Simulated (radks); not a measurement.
Problem. All-electron atom: Nd5+ in [Kr] 4d10 4f2 5s2 5p5. All-electron calculation, scalar-relativistic Kohn-Sham, r2SCAN, spin-polarised, spherical densities, finite nucleus; open shells are filled with parallel spins first (spin-orbit coupling, left out, can overturn this in heavy ions); meta-GGA in the generalised Kohn-Sham scheme; Fermi nuclear charge, rms radius 4.9123 fm. Program: a radial shooting solver on a logarithmic mesh with Libxc functionals. Some entries of the table are withheld. Estimate them.

orbital,occ.,eigenvalue (eV),r(max) (bohr)
1s up,1,-43534.95,0.01510
1s down,1,-43534.82,0.01510
2s up,1,-7119.076,0.08546
2s down,1,-7119.063,0.08546
2p up,3,-6367.875,0.06894
2p down,3,-6367.798,0.06894
3s up,1,-1607.649,0.2435
3s down,1,-1606.724,0.2434
3p up,3,-1369.445,0.2386
3p down,3,-1368.492,0.2385
3d up,5,-1038.993,0.1964
3d down,5,-1038.217,0.1963
4s up,1,-378.4104,0.5642
4s down,1,-375.8971,0.5642
4p up,3,-299.5090,0.5882
4p down,3,-296.9760,0.5881
4d up,5,(1),0.6150
4d down,5,(2),0.6149
5s up,1,-99.5687,1.276
5s down,1,-97.0664,1.281
5p up,3,-77.8403,1.407
5p down,2,-75.6384,1.415
4f up,2,-65.9192,0.6336
4f down,0,-63.1862,0.6337

Solution. 
(1) 4d up eigenvalue (eV): -186.8057
(2) 4d down eigenvalue (eV): -184.1910
